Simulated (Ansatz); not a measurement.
One change: `C=[C](Br)[AlH][CH3]` becomes `C=[C](Cl)[AlH][CH3]`.

Ansatz, PBE0-D4/def2-TZVP geometries, multiplicity 1. Each molecule was computed in one conformer, which needn't be the lowest.

Scalar relativity is left out up to krypton.

```tsv
property	`C=[C](Br)[AlH][CH3]`
HOMO energy (PBE/def2-TZVPP) / eV	-6.21
HOMO–LUMO gap (B3LYP/def2-TZVPP) / eV	5.20
size of the dipole moment (PBE/def2-TZVPP) / D	2.23
size of the dipole moment (B3LYP/def2-TZVPP) / D	2.28
HOMO–LUMO gap (PBE/def2-TZVPP) / eV	3.72
HOMO–LUMO gap (ωB97M-V/def2-TZVPP) / eV	9.54
```

**Question.** What does the change do to each property? (An estimate is asked.)

**Answer.** Computed: 
```
                                        property  `C=[C](Cl)[AlH][CH3]`  shift
               HOMO energy (PBE/def2-TZVPP) / eV                  -6.32  -0.11
           HOMO–LUMO gap (B3LYP/def2-TZVPP) / eV                   5.39   0.19
  size of the dipole moment (PBE/def2-TZVPP) / D                   2.10  -0.13
size of the dipole moment (B3LYP/def2-TZVPP) / D                   2.15  -0.13
             HOMO–LUMO gap (PBE/def2-TZVPP) / eV                   3.89   0.17
         HOMO–LUMO gap (ωB97M-V/def2-TZVPP) / eV                   9.75   0.21
```

With PBE0 the HOMO falls by 0.15 eV and the LUMO rises by 0.05 eV, so the gap widens by about 0.20 eV. PBE moves the HOMO by -0.11 eV and ωB97M-V by -0.17 eV. Dipoles are sizes alone; their direction can turn.

B3LYP here is the variant with VWN-RPA as its local correlation; programs differ in this.

Spin–orbit coupling is left out; it splits and shifts lone-pair levels of the heavy atoms by tenths of an eV.
